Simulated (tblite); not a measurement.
Isomers of C7H11NP2. Computed values, GFN2-xTB/tblite, gas phase, harmonic and unscaled. Against measured fundamentals such values can be off by several per cent, at times by over 20. Modes of hydrogen on phosphorus can be 10 to 20 % off. One conformer each.

Electronic energies: GFN2-xTB at the same geometries; isomer energies are rough at this level and their order can be wrong.

```csv
SMILES,"electronic energy, lowest = 0 (kcal/mol)"
C#CPP(CC)CCC#N,47.0
CP(CP)c1ccncc1,0.0
CPCPc1ccncc1,0.7
Cc1cc(N(C)C)pcp1,4.8
```

Problem. How do GFN2-xTB zero-point energies change the relative energies?

Solution. 
| SMILES | ZPE (kcal/mol) | of it from modes above 1550 cm⁻¹ | electronic (kcal/mol) | with ZPE, lowest = 0 (kcal/mol) | lowest mode (cm⁻¹) | rings |
| --- | --- | --- | --- | --- | --- | --- |
| CP(CP)c1ccncc1 | 99.2 | 47.5 | 0.0 | 0.0 | 34 | 1 |
| CPCPc1ccncc1 | 99.2 | 47.4 | 0.7 | 0.7 | 22 | 1 |
| Cc1cc(N(C)C)pcp1 | 102.8 | 46.9 | 4.8 | 8.5 | 31 | 1 |
| C#CPP(CC)CCC#N | 98.8 | 52.7 | 47.0 | 46.6 | 22 | 0 |

The zero-point energies span 4.0 kcal/mol, from `C#CPP(CC)CCC#N` to `Cc1cc(N(C)C)pcp1`. The order is unchanged.
